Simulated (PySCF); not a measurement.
A structure optimised at PBE-D3(BJ)/def2-SVP, used in a PySCF frequency run:

```xyz
12

Bi    -0.0262     0.0785     0.4898
C      0.3734    -1.6469    -1.0177
C     -0.1016    -1.2886    -2.4199
H     -0.1445    -2.5449    -0.6204
H      1.4659    -1.8397    -0.9701
H      0.4460    -0.4109    -2.8276
H     -1.1820    -1.0347    -2.4233
H      0.0494    -2.1211    -3.1406
O     -1.6454     0.8984    -0.6270
H     -1.3474     1.0173    -1.5516
O      1.5726     1.2486    -0.2915
H      1.8409     0.8563    -1.1466
```

Q: Write its SMILES and formula.

A: C[CH2][Bi]([OH])[OH], C₂H₇BiO₂

Q: What are its rotational constants (standard atomic weights)?

A: 3.0875, 1.8431, 1.6939 GHz
